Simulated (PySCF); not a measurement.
A calculated (PBE0, PySCF 2.14, x2c-QZVPPall with one added diffuse shell each of s, p, d, f type, scalar relativity by spin-free X2C-1e) atom or ion has these occupied shells.

```tsv
shell	electrons	orbital energy (eV)	rms radius, mean of both spins (bohr)
1s α	1	-1289.6	0.151
1s β	1	-1289.5	0.151
2s α	1	-96.559	0.761
2s β	1	-96.469	0.761
2p α	3	-61.494	0.774
2p β	3	-61.366	0.774
3p α	1	-9.053	3.64
```

(1) Name the element and its charge.

## Answers

(1) Mg⁺ (magnesium, charge +1), in [Ne] 3p1, 2P determinant (an excited configuration).
